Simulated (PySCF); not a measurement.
Delta-SCF ions had no search for a lower state. Excitations are Tamm–Dancoff values on a coarser integration grid. The basis has no diffuse functions, so Rydberg states are missing or too high.

Cartesian coordinates (Å):
```xyz
13

C     -0.1137     1.6824    -0.5192
B     -0.0242     0.2140    -0.0182
Si    -1.6689    -0.9127     0.2937
Si     1.7692    -0.6690     0.2591
H     -0.1674     1.5564    -1.6168
H     -1.0196     2.2244    -0.2391
H      0.7683     2.3020    -0.3405
H     -2.9316    -0.1363     0.4572
H     -1.5071    -1.8015     1.4796
H     -1.8268    -1.7979    -0.9003
H      2.1021    -0.4685     1.7025
H      2.8657    -0.0569    -0.5453
H      1.7601    -2.1365     0.0062
```
Charge 0, multiplicity 1.

Question: What S1–T1 gap (TDA), dipole moment, T1 excitation (TDA), HOMO, HOMO–LUMO gap, total energy, S1 excitation (TDA) and vertical ionisation energy (Delta-SCF) does TPSSh-D3(BJ)/def2-TZVP // PBE0-D3(BJ)/def2-TZVP run with PySCF 2.14.0 give?

Answer: 
```json
{
 "S1–T1 gap (TDA)": "0.83 eV",
 "dipole_moment": "1.32 D",
 "T1 excitation (TDA)": "2.82 eV",
 "HOMO": "-6.88 eV",
 "HOMO–LUMO gap": "4.20 eV",
 "total_energy": "-17617.39 eV",
 "S1 excitation (TDA)": "3.65 eV",
 "vertical ionisation energy (Delta-SCF)": "9.16 eV"
}
```
